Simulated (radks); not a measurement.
All-electron atom: Sc VIII in [Ne] 3s2 3p2 (the NIST ground configuration).

All-electron calculation, scalar-relativistic Kohn-Sham, r2SCAN, spin-polarised, spherical densities, finite nucleus; open shells are filled with parallel spins first; meta-GGA in the generalised Kohn-Sham scheme; Fermi nuclear charge, rms radius 3.5459 fm. Program: a radial shooting solver on a logarithmic mesh with Libxc functionals.

Energy parts (hartree):
total: -747.42008
kinetic: 753.44088
electron-nucleus: -1705.73533
Hartree: 240.12198
exchange-correlation: -35.24762

Orbitals (lengths in bohr, moments of r in powers of bohr; r(90%) holds 90 % of the orbital's charge):
| orbital | occ. | eigenvalue (hartree) | r(90%) | <1/r> | <r^4> |
|---|---|---|---|---|---|
| 1s up | 1 | -167.5385 | 0.130 | 20.77 | 0.0001330 |
| 1s down | 1 | -167.4907 | 0.130 | 20.77 | 0.0001328 |
| 2s up | 1 | -22.68087 | 0.529 | 4.336 | 0.03326 |
| 2s down | 1 | -22.65540 | 0.528 | 4.334 | 0.03292 |
| 2p up | 3 | -19.46895 | 0.501 | 4.227 | 0.02714 |
| 2p down | 3 | -19.41719 | 0.501 | 4.224 | 0.02689 |
| 3s up | 1 | -6.35099 | 1.41 | 1.460 | 1.681 |
| 3s down | 1 | -6.10777 | 1.42 | 1.448 | 1.743 |
| 3p up | 2 | -5.44871 | 1.47 | 1.377 | 1.973 |
| 3p down | 0 | -5.21682 | 1.49 | 1.367 | 2.053 |

The highest occupied level is 3p up at -148.27 eV. The spin density at the nucleus is 0.298 e/bohr^3 (1s -1.249, 2s 0.670, 3s 0.876).
